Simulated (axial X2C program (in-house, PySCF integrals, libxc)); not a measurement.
Excited states of LiRb by EOM-EE-CCSD

Computed with an axial X2C code built on PySCF integrals: two-component X2C with atomic mean-field Coulomb and Gaunt terms, Gaussian nuclei, basis Rb dyall-acv3z, Li dyall-acv3z with contracted cores.

R = 3.524 Å (near the PBE0 minimum at charge 0 of the determinant lowest at the starting distance; the state shown can have its own minimum elsewhere).

Hartree–Fock spinors of LiRb (one of each Kramers pair; a window near the gap, which can cut inner shells):

| ω | occupied | ε (eV) | character |
| --- | --- | --- | --- |
| 1/2 | yes | -22.62 | 100% Rb p |
| 3/2 | yes | -21.67 | 100% Rb p |
| 1/2 | yes | -21.64 | 99% Rb p |
| 1/2 | yes | -4.02 | 49% Li s, 35% Rb s, 9% Rb p |
| 1/2 | no | -0.11 | 52% Rb p, 30% Rb s, 14% Li p |
| 1/2 | no | 0.12 | 93% Rb p, 5% Li p |
| 3/2 | no | 0.12 | 93% Rb p, 5% Li p |
| 1/2 | no | 0.15 | 46% Rb s, 35% Rb p, 17% Li p |
| 1/2 | no | 0.20 | 57% Rb p, 37% Rb s, 4% Li p |
| 1/2 | no | 0.38 | 80% Li p, 18% Rb p |

Vertical excitation energies from the closed-shell determinant state of LiRb:

| Ω | excitation (eV) | cm⁻¹ | hole of the leading pair | particle of the leading pair | weight of the pair (for Ω = 0 its time-reversed partner can hold as much again) | singles weight |
| --- | --- | --- | --- | --- | --- | --- |
| 0⁻ | 0.931 | 7508 | 49% Li sσ, 35% Rb sσ, 9% Rb pσ | 31% Li pσ, 28% Rb sσ, 20% Rb pσ | 0.48 | 0.97 |
| 1 | 0.931 | 7508 | 49% Li sσ, 35% Rb sσ, 9% Rb pσ | 32% Li pσ, 28% Rb sσ, 20% Rb pσ | 0.97 | 0.97 |
| 0⁺ | 1.299 | 10478 | 49% Li sσ, 35% Rb sσ, 9% Rb pσ | 59% Li pπ, 29% Rb pπ, 9% Rb dπ | 0.48 | 0.96 |
| 0⁻ | 1.299 | 10479 | 49% Li sσ, 35% Rb sσ, 9% Rb pσ | 59% Li pπ, 29% Rb pπ, 9% Rb dπ | 0.48 | 0.96 |
| 1 | 1.300 | 10489 | 49% Li sσ, 35% Rb sσ, 9% Rb pσ | 59% Li pπ, 29% Rb pπ, 9% Rb dπ | 0.49 | 0.96 |
| 2 | 1.301 | 10489 | 49% Li sσ, 35% Rb sσ, 9% Rb pσ | 60% Li pπ, 27% Rb pπ, 10% Rb dπ | 0.96 | 0.96 |
| 0⁺ | 1.585 | 12787 | 49% Li sσ, 35% Rb sσ, 9% Rb pσ | 40% Rb pσ, 25% Li pσ, 25% Rb sσ | 0.42 | 0.84 |
| 1 | 1.930 | 15569 | 49% Li sσ, 35% Rb sσ, 9% Rb pσ | 44% Li pσ, 23% Rb pσ, 17% Rb sσ | 0.96 | 0.96 |
| 0⁻ | 1.930 | 15570 | 49% Li sσ, 35% Rb sσ, 9% Rb pσ | 44% Li pσ, 23% Rb pσ, 17% Rb sσ | 0.48 | 0.96 |

This point took 17 s on 1 thread of Arm Neoverse V2, with other jobs on the host.

Reference electrons by ω block (each with its −ω partner): 1/2: 14, 3/2: 5, 5/2: 1. 10 electrons of LiRb correlated (inner shells frozen), 88 natural virtual spinors (a truncated set); levels can be off by some tenths of an eV. Roots sought by Ω: (0: 5, 1: 4, 2: 3, 3: 1); the list ends where they run out and leaves out roots under 60 % singles weight. The solver can skip a root, and states that need a further excitation, which the method places far too high, are missing though they may lie low or lowest. T1 of the reference 0.014 (Lee–Taylor). Number of frozen shells: Rb 3 s, 2 p, 1 d; Li 1 s.
